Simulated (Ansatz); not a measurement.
A made-up structure of AlBH4Te, singlet:

```xyz
7
angstrom
B -1.0066 -0.4871 -0.5553
Te -0.2974 1.0883 -1.7244
Al 0.9449 0.5094 0.4554
H -1.9482 -1.1746 -0.7811
H -0.4471 -0.8117 0.5068
H 2.1947 -0.4505 0.3473
H 0.7927 0.5307 -2.8892
```

It is relaxed with PBE-D4/def2-SVP and then PBE0-D4/def2-TZVP (Ansatz 0.2.0). Atoms count as bonded within 1.22 times the sum of their covalent radii (H–H: 0.88 Å). The end point is not checked to be a true minimum.

Question: Does its bonding change? (A judgement: the text doesn't fix the answer.)

Answer: Computed: No: no bond forms or breaks.

Where it ends: The first stage lowers the energy by 1.70 eV in 22 steps. It ends as AlBH₄Te ([BH2]1[AlH][TeH]1):
```xyz
7
angstrom
B -0.8361 -0.7608 -0.4732
Te -0.2441 1.0708 -1.8856
Al 0.8411 -0.0035 0.3951
H -1.8227 -0.3176 0.0554
H -0.8897 -1.7924 -1.0716
H 2.1471 0.6614 0.9994
H 1.0375 0.3466 -2.6601
```

Labels in which every atom is bracketed show which atoms are joined, not bond orders.

For scale, one of the runs: PBE0-D4/def2-TZVP relaxation, 142 basis functions, launched by `ansatz run in.yaml --threads 2 --pin off --events-out ev --progress --plain --max-ram 4352MiB`. Hardware: 2 CPU threads of an Arm Neoverse V2, shared host. Wall time about 28 s.
